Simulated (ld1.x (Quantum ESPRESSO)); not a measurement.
Hf, TM: configuration errors across variants

| Property | Result |
| --- | --- |
| Element | Hf |
| Generator | ld1.x (Quantum ESPRESSO) 7.5 |
| Type | norm-conserving Troullier–Martins (Kleinman–Bylander form) |
| Functional | LDA (PZ) |
| Relativity | scalar-relativistic |
| Frozen core | [Xe] 4f14 |
| Valence charge | 4 |
| Reference configuration | 5d2 6s1.75 6p0.25 |
| Partial waves | 6s (bound): rc 2.35 bohr; 5d (bound): rc 2.40 bohr; 6p (bound): rc 3.60 bohr |
| Local potential | the p channel |
| Core correction | Bessel-smoothed model core, default radius (core density twice the valence density) |

All-electron excitation energies from the reference (eV): (1) 5d2 6s2 6p0 -0.956; (2) 5d2 6s1 6p0 7.242; (3) 5d2 6s0 6p0 21.745; (4) 5d2.5 6s1.5 6p0 0.292; (5) 5d1 6s0 6p0 43.847; (6) 5d2 6s1.5 6p0 2.393; (7) 5d3 6s0 6p0 9.276; (8) 5d2 6s1.75 6p0.25 spin -0.603; (9) 5d2 6s2 6p0 spin -1.397.

Spin tests fill each open shell by Hund’s rule, majority spin first.

Errors AE − PS in meV (a dash: test not solved or not reliable):

```tsv
change	(1)	(2)	(3)	(4)	(5)	(6)	(7)	(8)	(9)	bound ghosts
base	-0.1	-7.5	-57	-15	-354	-1.8	-75	+9.0	+4.5	none
wave 5d (bound): rc 2.40 bohr becomes 5d (bound): rc 1.64 bohr	-0.1	-7.5	-57	-16	-355	-1.8	-77	+8.1	+3.6	none
wave 5d (bound): rc 2.40 bohr becomes 5d (bound): rc 2.28 bohr	-0.1	-7.5	-57	-16	-355	-1.8	-77	+8.3	+3.8	none
wave 5d (bound): rc 2.40 bohr becomes 5d (bound): rc 2.82 bohr	-0.1	-7.2	-57	-14	-344	-1.7	-62	+17	+11	none
wave 5d (bound): rc 2.40 bohr becomes 5d (bound): rc 3.14 bohr	-0.1	-7.1	-59	-12	-327	-1.6	-45	+26	+19	none
wave 5d (bound): rc 2.40 bohr becomes 5d (bound): rc 3.54 bohr	-0.1	-7.6	-68	-7.0	-286	-1.6	-14	+44	+34	none
```

(1) Give the same row for: wave 5d (bound): rc 2.40 bohr becomes 5d (bound): rc 1.94 bohr.

Results:

(1) -0.1, -7.5, -58, -16, -355, -1.8, -77, +7.8, +3.3; bound ghosts: none.
